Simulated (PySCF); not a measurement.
# How methods differ on the ionisation energy of Pt⁺

Pt⁺ [Xe] 4f14 5d9 (2D) → Pt²⁺ [Xe] 4f14 5d8 (3F), as a difference of total energies. Calculation: PySCF 2.14, in x2c-TZVPPall with one added diffuse shell each of s, p, d, f type (12s8p8d4f1g, 113 functions); scalar relativity by spin-free X2C-1e. Correlated levels: valence: [Xe] 4f14 frozen; valence and next inner shell: [Kr] 4d10 4f14 frozen. The calculations carry no spin-orbit coupling.

| method | ionisation energy (eV) |
| --- | --- |
| UHF | 16.936 |
| LDA | 19.673 |
| PBE | 19.174 |
| PBE0 | 18.882 |
| r2SCAN | 18.877 |
| MP2 (valence) | 18.690 |
| SCS-MP2 (valence) | 18.576 |
| MP2 (valence and next inner shell) | 18.865 |
| SCS-MP2 (valence and next inner shell) | 18.645 |

Problem. How much does correlation contribute at MP2 (valence and next inner shell)?

Solution. 18.865 − (16.936) = 1.929 eV, measured against UHF.

A first-order spin-orbit estimate (lowest level to lowest level, LS coupling) adds -0.352 eV.

Errors of the correlated levels include the incompleteness of this basis and the frozen core.

For comparison: 18.56 ± 0.12 eV (measured; NIST Atomic Spectra Database, ionization energies).
